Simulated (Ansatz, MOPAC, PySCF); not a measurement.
System: CH₃Be, charge 1, multiplicity 1. SMILES: [Be+][CH3]
Geometry: optimised at B3LYP-D3(BJ)/def2-TZVP (Ansatz, a quantum-chemistry and plane-wave program).

Unscaled harmonic wavenumbers (cm⁻¹) in rising order, each level at the stationary point that it reaches from this structure (no distance between atoms moves by over 0.3 Å); the order of modes can differ between levels, and a negative number is imaginary. B3LYP-D3(BJ)/def2-TZVP (PySCF, at the structure above): 684, 684, 878, 1180, 1396, 1396, 3011, 3100, 3100.

PM7 (MOPAC): 733, 733, 1190, 1190, 1193, 1358, 2618, 2618, 2744. Zero-point energy 20.6 against 22.1 kcal/mol; where all levels lie over 400 cm⁻¹, the wavenumbers are on average 0.993 times those of B3LYP-D3(BJ)/def2-TZVP.

HF/3-21G (Ansatz): 836, 836, 887, 1409, 1572, 1572, 3156, 3238, 3238. Zero-point energy 23.9 against 22.1 kcal/mol; where all levels lie over 400 cm⁻¹, the wavenumbers are on average 1.115 times those of B3LYP-D3(BJ)/def2-TZVP.
